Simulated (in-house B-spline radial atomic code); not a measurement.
The numbers below are computed, except where a source is named.
Softness against transferability: the 2s channel of O

O, [He] 2s2 2p4, non-relativistic PBE, spherical and spin-unpolarised, from an all-electron radial atomic-structure program (B-spline basis) (atomic units). The all-electron 2s level is ε = -0.878848 hartree, its outermost node lies just inside 0.28 bohr and its outer maximum at 0.87 bohr.

Troullier-Martins pseudo-orbitals are made for several radii. The cutoffs (hartree) are the plane-wave energies beyond which the orbital holds less than the named kinetic energy per electron. The phase error is the difference, pseudo minus all-electron, of arctan(R P'/P) at R = 1.52 bohr for all radii, half a hartree below and above the level.

| r_c (bohr) | V_l(0) (hartree) | cutoff for 10 mEh | for 1 mEh | for 0.1 mEh | phase error at ε − 0.5 (mrad) | at ε + 0.5 (mrad) |
| --- | --- | --- | --- | --- | --- | --- |
| 0.65 | 2.22 | 28 | 86.1 | 180 | -0.6 | -0.3 |
| 0.76 | 5.99 | 28 | 73 | 104 | -0.6 | -0.3 |
| 0.87 | 4.05 | 25.9 | 67.3 | 94.7 | -0.7 | -0.3 |
| 0.99 | 1.68 | 22 | 54.9 | 77.4 | -1.3 | -0.6 |
| 1.1 | 0.13 | 18.2 | 41.6 | 63.6 | -2.3 | -1.0 |
| 1.22 | -0.97 | 14.4 | 23.9 | 51.2 | -4.2 | -1.8 |

Which radius needs the lowest cutoff for 0.1 mEh while both phase errors stay within 1.4 mrad?

The radii within that limit are 0.65, 0.76, 0.87, 0.99 bohr; of these r_c = 0.99 needs the least, 77.4 hartree, that is 155 Ry or 2106 eV.

What does the larger radius buy, and what does it cost?

From r_c = 0.65 to 1.22 bohr the cutoff for 1 mEh goes from 86.1 to 23.9 hartree, a factor of 3.60, against 3.52 for a pure 1/r_c² scaling, end to end; step by step it is 86.1, 73, 67.3, 54.9, 41.6, 23.9, and for 0.1 mEh 180, 104, 94.7, 77.4, 63.6, 51.2; the number of plane waves goes as the cutoff to the power 3/2, here a factor of 6.8. The larger of the two phase errors is least at r_c = 0.65 bohr, 0.6 mrad; it is 0.6 at the smallest radius and 4.2 at the largest. These errors test the reference atom alone. Large radii also let the cores of neighbours overlap, which an atom doesn't show.
